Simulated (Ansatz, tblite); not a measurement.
Isomers of Ga2O2 (singlet), found by a short tight-binding search and relaxed with PBE-D4/def2-SVP in Ansatz.

The xTB rows come from tblite. B3LYP takes the VWN-RPA correlation. Correlated methods freeze 20 core orbitals; core or outer-core shells of Ga are correlated, in sets that lack core-valence functions.

Run but left out: HF/def2-TZVPP (B: restricted singlet, unstable towards broken spin symmetry).

A: At CCSD(T)/def2-TZVPP T1 of the charge 0 singlet is large (up to 0.022), so the single-reference result is doubtful. B: The restricted singlet is unstable towards broken spin symmetry in Hartree–Fock (as tested in another run); at PBE-D4/def2-TZVP, r2SCAN-D4/def2-TZVP, r2SCANh-D4/def2-TZVP, B3LYP-D4/def2-TZVP and others this wasn't settled. At CCSD(T)/def2-TZVPP the restricted singlet (for correlated methods, its reference) is unstable: a solution with broken spin symmetry lies lower. It holds 1 O–O bond.

Other spin states were run for one of them alone.

A:

```csv
atom,x (Å),y (Å),z (Å)
Ga1,0.257,-0.460,-0.753
Ga2,-0.745,1.337,2.187
O3,-0.234,0.420,0.682
O4,0.723,-1.296,-2.116
```

B:

```xyz
4

Ga    0.961    0.345    1.510
Ga   -1.301   -0.656   -1.096
O    -0.262    0.798   -0.079
O     0.601   -0.488   -0.335
```

**Question.** Estimate their order by electronic energy at PBE0-D4/def2-TZVP, counted from the lowest.

**Answer.** A (0.0) < B (38.1), in kcal/mol.

**Question.** Do the other levels pick the same lowest one?

**Answer.** All that were run do. Energies above each level's lowest (kcal/mol):

```tsv
level	A	B
GFN1-xTB	0.0	44.4
GFN2-xTB	0.0	5.9
PBE-D4/def2-TZVP	0.0	36.5
r2SCAN-D4/def2-TZVP	0.0	39.9
r2SCANh-D4/def2-TZVP	0.0	40.0
B3LYP-D4/def2-TZVP	0.0	36.9
PBE0-D4/def2-TZVP	0.0	38.1
MP2/def2-TZVPP	0.0	51.0
CCSD/def2-TZVPP	0.0	41.0
CCSD(T)/def2-TZVPP	0.0	41.0
```
Point groups (tolerance 0.1 Å): A C∞v, B C2v. Lower isomers may exist.
